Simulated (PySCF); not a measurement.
Badger's rule along the fifth-period p block: bonds to C

PBE0 in PySCF with def2-SVPD on every atom (core potentials on In, Sn, Te, I), for the lowest determinant that a PBE0 search found; no spin–orbit coupling. Badger's rule says that Re = d + c·k^(−1/3) for bonds between atoms of fixed rows.

```tsv
molecule	state (unpaired electrons)	Re (Å)	k (mdyn/Å)
TeC	singlet (closed shell)	1.891	5.24
SnC	triplet (σ ↑, π ↑)	2.021	?
CI	doublet (π ↑)	2.035	?
InC	quartet (σ ↑, π ↑↑)	2.223	1.40
```

Problem. Fix c and d from TeC and InC.

Solution. c = (2.223 − 1.891)/(1.4^(−1/3) − 5.24^(−1/3)) = 1.043, d = 1.891 − c·5.24^(−1/3) = 1.290 Å.

Problem. Predict k of the others and set the computed values beside them.

Solution. 

| molecule | k by the rule | k computed | difference (%) |
| --- | --- | --- | --- |
| SnC | 2.91 | 2.56 | 14 |
| CI | 2.75 | 2.68 | 3 |

The rule misses by 8 % on average, well for two fitted constants.

Spin–orbit coupling is left out. States were picked by a PBE0 search and need not be the measured ground states.
